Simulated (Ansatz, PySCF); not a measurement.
C₆H₅O (SMILES [O]c1ccccc1), doublet (typed; the unrestricted solution is spin-contaminated), geometry from GFN2-xTB. Base run: WB97X/STO-3G (PySCF).

Here is a job for PySCF.
```python
from pyscf import gto, scf, dft

mol = gto.Mole()
mol.atom = '''
    O     2.15820192    0.76050271    0.14167733
    C     0.99387688    0.35022027    0.06524404
    C    -0.05262365    1.11673180   -0.58836309
    C    -1.33368691    0.64846794   -0.66378078
    C    -1.67277158   -0.58944777   -0.10981077
    C    -0.70224830   -1.36588656    0.53012977
    C     0.58832548   -0.92796230    0.62352978
    H     0.22827234    2.07005917   -1.01009348
    H    -2.09796287    1.23438061   -1.15457634
    H    -2.68903715   -0.94755733   -0.17652454
    H    -0.98368383   -2.32028488    0.95227855
    H     1.35156462   -1.51335950    1.11380346
'''
mol.basis = 'sto-3g'
mol.spin = 1
mol.verbose = 3
mol.build()

mf = dft.UKS(mol)
mf.xc = 'wb97x'
mf.kernel()
```

The same geometry, method and basis name were run in Ansatz (a first-principles code) and PySCF, at each program's defaults and at the settings that a row names. The base is PySCF at its defaults. Differences at the defaults can come from grids, fitting, cores and function types together.

| code and settings | ΔE vs base (mEh) | basis functions | E (Eh) | SCF cycles | dipole (D) |
|---|---|---|---|---|---|
| PySCF, defaults (exact integrals, its default grid, spherical functions) | 0.000 | 40 | -302.89142 | 16 | 2.00 |
| Ansatz, defaults (factorised integrals, its default grid, spherical functions) | -0.003 | 40 | -302.89142 | - | - |
| PySCF, density fitting with def2-universal-jkfit | -1.999 | 40 | -302.89342 | 16 | 2.00 |
| PySCF, fine grid | -0.008 | 40 | -302.89143 | 16 | 2.00 |
| Ansatz, high accuracy | -0.008 | 40 | -302.89143 | - | - |

Open shells are given as the SCF converged; they aren't shown to be the lowest states, and a large step between rows can be another state.
